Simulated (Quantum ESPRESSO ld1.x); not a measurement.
Results of a calculation; reference values are marked as such.
Task: Sc, 21 electrons, occupied as [Ar] 3d0.75 4s2 4p0.25 (fractional occupations, a model configuration). Level of theory: scalar-relativistic Kohn-Sham, LDA (Slater exchange, Perdew-Wang correlation), spin-polarised, spherical densities, point nucleus; open shells are filled with parallel spins first (ld1.x of Quantum ESPRESSO 7.5). Some entries of the table are withheld. Estimate them.

| orbital | occ. | eigenvalue (hartree) | r(max) (bohr) | <r> (bohr) |
|---|---|---|---|---|
| 1s up | 1 | -161.201 | 0.04791 | 0.07320 |
| 1s down | 1 | -161.201 | 0.04791 | 0.07320 |
| 2s up | 1 | -17.4409 | 0.2843 | 0.3447 |
| 2s down | 1 | -17.4339 | 0.2843 | 0.3446 |
| 2p up | 3 | -14.3185 | 0.2323 | 0.3083 |
| 2p down | 3 | -14.3129 | 0.2322 | 0.3082 |
| 3s up | 1 | -2.07135 | 0.9255 | 1.074 |
| 3s down | 1 | -2.04938 | 0.9254 | 1.074 |
| 3p up | 3 | (1) | 0.9650 | (2) |
| 3p down | 3 | (3) | 0.9649 | (4) |
| 4s up | 1 | -0.17799 | 2.994 | 3.574 |
| 3d up | 0.75 | -0.17319 | 1.079 | (5) |
| 4s down | 1 | -0.16660 | 3.029 | 3.631 |
| 3d down | 0 | -0.15317 | 1.081 | (6) |
| 4p up | 0.25 | -0.06920 | 3.868 | 4.767 |
| 4p down | 0 | -0.06164 | 3.953 | 4.904 |

Result: 
(1) 3p up eigenvalue (hartree): -1.29215
(2) 3p up <r> (bohr): 1.165
(3) 3p down eigenvalue (hartree): -1.27031
(4) 3p down <r> (bohr): 1.166
(5) 3d up <r> (bohr): 1.736
(6) 3d down <r> (bohr): 1.767
